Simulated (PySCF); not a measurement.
C2H8AlNO, singlet, geometry from GFN2-xTB (such geometries of metal compounds can be far from the true shape), atoms displaced at random by about 0.08 Å a coordinate; DF-HF/STO-3G, gradient (PySCF).

Here is a job for PySCF.
```python
from pyscf import gto, scf

mol = gto.M(
    atom='''
Al   -0.034677    0.179396    0.575072
C     0.302930   -1.014678   -1.189939
C     0.211735   -0.220295   -2.351809
H    -0.371491   -1.874497   -1.246437
H     1.088047   -1.509909   -1.245697
H     0.890397    0.634666   -2.408101
H    -0.738514    0.451271   -2.360386
H     0.344044   -0.621581   -3.294719
O    -0.757373    1.425234    0.564768
H    -1.157992    2.351429    0.648973
N     0.476835   -0.777820    2.218245
H     0.305843   -0.216638    3.094514
H     0.883907   -1.558820    2.140246
''',
    basis='sto-3g',
    charge=0,
    spin=0,
    verbose=3,
)

mf = scf.RHF(mol)
mf = mf.density_fit(auxbasis='def2-universal-jkfit')
mf.kernel()
g = mf.nuc_grad_method()
g.auxbasis_response = False
grad = g.kernel()
```

Task: Write the output that PySCF gives for this input, abridged.

Result: 
```
converged SCF energy = -445.954186786559
--------------- DFRHF gradients ---------------
         x                y                z
0 Al    -0.1356143706     0.2806823915    -0.0225356415
1 C     0.1684457518    -0.0544725548    -0.1446503260
2 C     0.0646647507    -0.1758010183     0.0563889914
3 H     0.0195722446    -0.0189254950    -0.0047705705
4 H    -0.1937227558     0.0903782768    -0.0085934311
5 H    -0.0198354745     0.0124585640    -0.0151485548
6 H    -0.0286638239     0.0502621712     0.0082084944
7 H     0.0052030969     0.0392981184     0.0465170816
8 O     0.1193713479    -0.2275213485    -0.0032688133
9 H    -0.0280799654     0.0644813763     0.0051588969
10 N     0.1546261915    -0.2969097810     0.0768355176
11 H    -0.0234782648     0.0508629729     0.0218881977
12 H    -0.1029911561     0.1873799779    -0.0153959528
----------------------------------------------
```
